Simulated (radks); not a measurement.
Values are calculated unless marked as measured or tabulated.
Q: The tantalum ion Ta+ is in [Xe] 4f14 5d(3/2: 2, 5/2: 0) 6s2. Code: a radial shooting solver on a logarithmic mesh with Libxc functionals. Model: Dirac Kohn-Sham, relativistic LDA (MacDonald-Vosko exchange, VWN5 correlation), spin-unpolarised, spherical densities, finite nucleus; Fermi nuclear charge, rms radius of each element as measured or else 0.836 A^(1/3) + 0.57 fm. Sub-shells are occupied by j as written (lower j first in brackets). One electron is removed from 6s1/2, 4f7/2, 4f5/2, 5d3/2 in turn, with full relaxation. Which removal costs least, and what does each cost?

A: 6s1/2 16.207 eV; 5d3/2 17.764 eV; 4f7/2 44.070 eV; 4f5/2 46.148 eV. The 6s1/2 electron leaves first. A further rearrangement lowers the ion to [Xe] 4f14 5d(3/2: 3, 5/2: 0), 15.552 eV above the parent.
